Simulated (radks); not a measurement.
All-electron atom: the bismuth ion Bi3+ in [Kr] 4d10 4f14 5s2 5p5 5d10 6s2 5f1 (not the ground configuration).

Method: scalar-relativistic Kohn-Sham, exchange-only B88, spin-polarised, spherical densities, point nucleus; open shells are filled with parallel spins first (spin-orbit coupling, left out, can overturn this in heavy ions); computed with a radial shooting solver on a logarithmic mesh with Libxc functionals.

Energy parts (eV):
total: -585629.79
kinetic: 664710.14
electron-nucleus: -1461364.92
Hartree: 221630.91
exchange: -10605.92

Orbitals (lengths in bohr, moments of r in powers of bohr):
1s up: occ. 1; eigenvalue (eV) -90737.50; <r^2> 0.0003458; <r^4> 3.321e-07; <1/r> 103.4
1s down: occ. 1; eigenvalue (eV) -90737.33; <r^2> 0.0003458; <r^4> 3.321e-07; <1/r> 103.4
2s up: occ. 1; eigenvalue (eV) -16334.87; <r^2> 0.005240; <r^4> 0.00004771; <1/r> 24.28
2s down: occ. 1; eigenvalue (eV) -16334.78; <r^2> 0.005240; <r^4> 0.00004770; <1/r> 24.28
2p up: occ. 3; eigenvalue (eV) -13975.69; <r^2> 0.004485; <r^4> 0.00003996; <1/r> 21.22
2p down: occ. 3; eigenvalue (eV) -13975.55; <r^2> 0.004485; <r^4> 0.00003996; <1/r> 21.22
3s up: occ. 1; eigenvalue (eV) -3972.071; <r^2> 0.03367; <r^4> 0.001708; <1/r> 8.996
3s down: occ. 1; eigenvalue (eV) -3971.949; <r^2> 0.03367; <r^4> 0.001708; <1/r> 8.996
3p up: occ. 3; eigenvalue (eV) -3298.298; <r^2> 0.03501; <r^4> 0.001919; <1/r> 8.110
3p down: occ. 3; eigenvalue (eV) -3298.161; <r^2> 0.03501; <r^4> 0.001919; <1/r> 8.110
3d up: occ. 5; eigenvalue (eV) -2622.500; <r^2> 0.02901; <r^4> 0.001473; <1/r> 7.604
3d down: occ. 5; eigenvalue (eV) -2622.367; <r^2> 0.02901; <r^4> 0.001473; <1/r> 7.604
4s up: occ. 1; eigenvalue (eV) -941.0592; <r^2> 0.1603; <r^4> 0.03697; <1/r> 3.880
4s down: occ. 1; eigenvalue (eV) -940.8392; <r^2> 0.1603; <r^4> 0.03696; <1/r> 3.880
4p up: occ. 3; eigenvalue (eV) -720.3396; <r^2> 0.1840; <r^4> 0.04984; <1/r> 3.480
4p down: occ. 3; eigenvalue (eV) -720.1123; <r^2> 0.1840; <r^4> 0.04980; <1/r> 3.480
4d up: occ. 5; eigenvalue (eV) -468.3719; <r^2> 0.2058; <r^4> 0.06639; <1/r> 3.132
4d down: occ. 5; eigenvalue (eV) -468.1102; <r^2> 0.2056; <r^4> 0.06625; <1/r> 3.132
4f up: occ. 7; eigenvalue (eV) -190.8804; <r^2> 0.2314; <r^4> 0.1028; <1/r> 2.747
4f down: occ. 7; eigenvalue (eV) -190.5497; <r^2> 0.2308; <r^4> 0.1022; <1/r> 2.749
5s up: occ. 1; eigenvalue (eV) -195.0589; <r^2> 0.7640; <r^4> 0.8327; <1/r> 1.655
5s down: occ. 1; eigenvalue (eV) -193.8859; <r^2> 0.7641; <r^4> 0.8336; <1/r> 1.656
5p up: occ. 3; eigenvalue (eV) -132.3627; <r^2> 0.9906; <r^4> 1.438; <1/r> 1.425
5p down: occ. 2; eigenvalue (eV) -131.1834; <r^2> 0.9925; <r^4> 1.445; <1/r> 1.424
5d up: occ. 5; eigenvalue (eV) -61.7967; <r^2> 1.609; <r^4> 4.149; <1/r> 1.105
5d down: occ. 5; eigenvalue (eV) -60.7813; <r^2> 1.616; <r^4> 4.182; <1/r> 1.101
5f up: occ. 1; eigenvalue (eV) -13.0209; <r^2> 12.01; <r^4> 257.5; <1/r> 0.4010
6s up: occ. 1; eigenvalue (eV) -43.6926; <r^2> 4.272; <r^4> 26.31; <1/r> 0.6587
6s down: occ. 1; eigenvalue (eV) -42.9150; <r^2> 4.223; <r^4> 25.62; <1/r> 0.6624

The highest occupied level is 5f up at -13.021 eV. Summed over all electrons, <r^2> = 50.44 bohr^2, which gives a Langevin (diamagnetic) susceptibility term of -39.9 x 10^-6 cm^3/mol. Spin moment in Bohr magnetons: 2.
